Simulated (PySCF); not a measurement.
One of the candidates below gave these computed data.

All candidates are C6H7N2 (charge -1).

| technique | computed result |
| --- | --- |
| Rotational structure | rotational constants A, B, C: 4.914, 1.592, 1.212 GHz [GFN2-xTB] |
| 13C NMR | chemical shifts (computed TMS as zero) by class: 147.9 (1 C), 137.2 (1 C), 136.7 (1 C), 120.2 (1 C), 90.1 (1 C), 26.1 (1 C) ppm [GIAO PBE0/pcSseg-1] |
| NMR, other nuclei | isotropic shieldings of nuclei other than C and H, by class: -111 (1 N), -105 (1 N) ppm [GIAO PBE0/pcSseg-1] |
| 1H NMR | chemical shifts (computed TMS as zero) by class: 7.78 (1 H), 7.24 (1 H), 4.68 (1 H), 3.79 (1 H), 1.94 (3 H) ppm [GIAO PBE0/pcSseg-1] |

The electronic properties come from PySCF, for the isolated species, density fitting. Levels stand in brackets. Isolated species at its GFN2-xTB geometry (one conformer only). No diffuse functions stand in pcSseg-1, which bears on an anion's orbital energies. NMR classes are plain means over equivalent atoms (diastereotopic ones count apart unless rotation or inversion swaps them), as if these changed places fast.

Question: Which candidate is it?
A. `C=C(C)c1cn[n-]c1`
B. `C=Cc1cc(N)c[n-]1`
C. `C=C(C)c1c[n-]cn1`

Answer: A. It is `C=C(C)c1cn[n-]c1`. Numbering: `[CH2:1]=[C:2]([CH3:3])[c:4]1[cH:5][n:6][n-:7][cH:8]1`. 6 carbons fall into 6 classes; from least to most shielded: fully substituted alkene carbon [C2] (147.9 ppm), aromatic CH next to a ring nitrogen [C5] (137.2 ppm), aromatic CH next to a ring nitrogen [C8] (136.7 ppm), substituted aromatic carbon [C4] (120.2 ppm), terminal =CH2 carbon [C1] (90.1 ppm), allylic carbon [C3] (26.1 ppm). Hydrogen classes from least to most shielded: 1 H on an aromatic CH next to a ring nitrogen, C8 (7.78 ppm), 1 H on an aromatic CH next to a ring nitrogen, C5 (7.24 ppm), 1 H on a terminal =CH2 carbon, C1 (4.68 ppm), 1 H on a terminal =CH2 carbon, C1 (3.79 ppm), 3 H on an allylic carbon, C3 (1.94 ppm, a mean of values up to 1.0 ppm apart in this geometry). The other shieldings belong to: -111 ppm, two-coordinate ring nitrogen [N7]; -105 ppm, ring nitrogen [N6]. The optimised geometry has point group Cs and is an asymmetric top.

The others, at the same levels:
- `C=Cc1cc(N)c[n-]1` fails: its computed 13C shifts are 143.1 (1 C), 138.8 (1 C), 135.1 (1 C), 121.3 (1 C), 100.0 (1 C), 86.6 (1 C) ppm, 1H shifts are 6.46 (1 H), 6.21 (1 H), 5.37 (1 H), 5.20 (1 H), 3.48 (1 H), 1.96 (2 H) ppm and rotational constant A is 7.178 GHz (against 4.914 GHz).
- `C=C(C)c1c[n-]cn1` fails: its computed 13C shifts are 149.2 (1 C), 146.7 (1 C), 142.3 (1 C), 129.9 (1 C), 94.4 (1 C), 24.4 (1 C) ppm and 1H shifts are 7.12 (1 H), 6.94 (1 H), 5.55 (1 H), 3.82 (1 H), 1.95 (3 H) ppm.

Each candidate is one conformer, not necessarily the lowest. Dipoles, sizes and rotational constants follow the conformer. The torsions of the flexible species, by atom-mapped SMILES:
- `[CH2:1]=[C:2]([CH3:3])[c:4]1[cH:5][n:6][n-:7][cH:8]1`: C1–C2–C4–C5 180°
- `[CH2:1]=[CH:2][c:3]1[cH:4][c:5]([NH2:6])[cH:7][n-:8]1`: C1–C2–C3–C4 180°, H–N6–C5–C4 33°, H–N6–C5–C4 152°
- `[CH2:1]=[C:2]([CH3:3])[c:4]1[cH:5][n-:6][cH:7][n:8]1`: C1–C2–C4–C5 180°
